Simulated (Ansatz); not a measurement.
C3H8F3HfN, SMILES `CC[N](C)[Hf]([F])([F])[F]` at its PBE0-D4/def2-TZVP geometry, where that method's forces vanish. The species carries charge 0 and has multiplicity 1. Hf takes the def2 core potential.

```xyz
16

C     1.9464   -0.3852    0.6440
C     0.9491   -0.5254   -0.4952
N    -0.3356    0.0998   -0.2412
C    -0.3078    1.5470   -0.1882
Hf   -2.1197   -0.7907   -0.0195
F    -3.2782   -0.1236   -1.3920
F    -1.8511   -2.6790   -0.1323
F    -2.8469   -0.2408    1.6655
H     1.5477   -0.8196    1.5638
H     2.8769   -0.9017    0.3970
H     2.1930    0.6599    0.8411
H     1.3811   -0.1033   -1.4148
H     0.7837   -1.5896   -0.6950
H     0.2709    1.9276    0.6610
H     0.1121    1.9708   -1.1100
H    -1.3216    1.9536   -0.0844
```

Problem. What forces (eV/Å) does ωB97M-V/def2-TZVPP give on these atoms in Ansatz 0.2.0? (Best estimate.)

Solution. The calculation gave: 
```
C1   0.131  0.018  0.132
C2   0.163 -0.113 -0.224
N3  -0.102 -0.146  0.035
C4   0.064  0.318  0.009
Hf5 -0.038  0.033  0.009
F6  -0.070  0.023 -0.068
F7   0.016 -0.103 -0.007
F8  -0.048  0.017  0.087
H9   0.017  0.030 -0.062
H10 -0.067  0.040  0.023
H11 -0.020 -0.070 -0.016
H12 -0.027 -0.032  0.071
H13  0.011  0.070  0.014
H14 -0.049 -0.026 -0.071
H15 -0.031 -0.030  0.072
H16  0.048 -0.028 -0.004
```
